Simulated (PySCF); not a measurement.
Screening by computed properties: pick the candidate that meets the target.

All species are isolated and taken at one optimised geometry, non-relativistic unless stated; the electronic structure was computed with PySCF and density fitting.

Dipoles, sizes and rotational constants follow the conformer. The torsions of the flexible species, by atom-mapped SMILES:
- `[CH:1](=[C:2]1[CH2:3][CH2:4]1)[SiH:5]1[CH2:6][O:7][CH2:8]1`: C2–C1–Si5–C6 -139°
- `[CH2:1]=[CH:2][CH2:3][C:4](=[C:5]=[O:6])[SiH2:7][CH3:8]`: C1–C2–C3–C4 119°, C2–C3–C4–C5 103°, C3–C4–Si7–C8 80°
- `[CH3:1][CH2:2][C:3]1=[CH:4][SiH2:5][CH:6]=[CH:7][O:8]1`: C1–C2–C3–C4 106°
- `[CH3:1][CH2:2][CH2:3][Si@@H:4]1[CH:5]=[CH:6][C:7]1=[O:8]`: C1–C2–C3–Si4 -64°, C2–C3–Si4–C5 166°
- `[CH3:1][O:2][SiH2:3][O:4]/[C:5](=[CH:6]\[F:7])[O:8][CH3:9]`: C1–O2–Si3–O4 -179°, O2–Si3–O4–C5 -65°, Si3–O4–C5–C6 -10°, O4–C5–O8–C9 -4°
- `[CH:1]1=[CH:2][Si@@H:3]([NH:4][CH:5]2[CH2:6][CH2:7][CH2:8]2)[O:9][CH2:10]1`: C2–Si3–N4–C5 -82°, Si3–N4–C5–C6 -163°
- `[CH3:1][C@@H:2]([SiH3:3])[C@:4]([CH3:5])([CH:6]=[O:7])[CH2:8][C:9]#[N:10]`: C1–C2–C4–C5 -51°, C2–C4–C6–O7 24°, C2–C4–C8–C9 62°
- `[CH3:1][C@@H:2]([O:3][SiH3:4])[C@H:5]([F:6])[C:7](=[O:8])[OH:9]`: C1–C2–O3–Si4 21°, C1–C2–C5–F6 55°, C2–C5–C7–O8 78°, H–O9–C7–C5 177°

(1) Wanted: electronic spatial extent ⟨r²⟩ about the centre of nuclear charge above 1340 bohr² (CAM-B3LYP/def2-SVPD) and lowest singlet excitation above 5.6 eV (TDDFT CAM-B3LYP/def2-SVPD), at GFN2-xTB geometries. Which candidate meets both?
A. `C=CCC(=C=O)[SiH2]C`
B. `C(=C1CC1)[SiH]1COC1`
C. `CCC1=C[SiH2]C=CO1`
D. `CCC[Si@@H]1C=CC1=O`

(2) Wanted: smallest rotational constant between 0.6 GHz and 0.8 GHz (GFN2-xTB) and HOMO energy above -8 eV (PBE0/pcSseg-1), at GFN2-xTB geometries. Which candidate meets both?
A. `C[C@@H]([SiH3])[C@](C)(C=O)CC#N`
B. `CO[SiH2]O/C(=C\F)OC`
C. `C1=C[Si@@H](NC2CCC2)OC1`
D. `C[C@H]([C@@H](C(=O)O)F)O[SiH3]`

Answers

(1) B. Computed values:
```
            species  electronic spatial extent ⟨r²⟩ about the centre of nuclear charge  lowest singlet excitation
  CCC1=C[SiH2]C=CO1                                                         1287 bohr²                    5.51 eV
 CCC[Si@@H]1C=CC1=O                                                         1314 bohr²                    3.20 eV
 C=CCC(=C=O)[SiH2]C                                                         1371 bohr²                    3.84 eV
C(=C1CC1)[SiH]1COC1                                                         1635 bohr²                    5.73 eV
```

(2) B. Computed values:
```
                        species  smallest rotational constant  HOMO energy
        C1=C[Si@@H](NC2CCC2)OC1                     0.508 GHz     -6.62 eV
            CO[SiH2]O/C(=C\F)OC                     0.711 GHz     -5.88 eV
C[C@@H]([SiH3])[C@](C)(C=O)CC#N                     0.826 GHz     -7.92 eV
 C[C@H]([C@@H](C(=O)O)F)O[SiH3]                     0.887 GHz     -8.17 eV
```
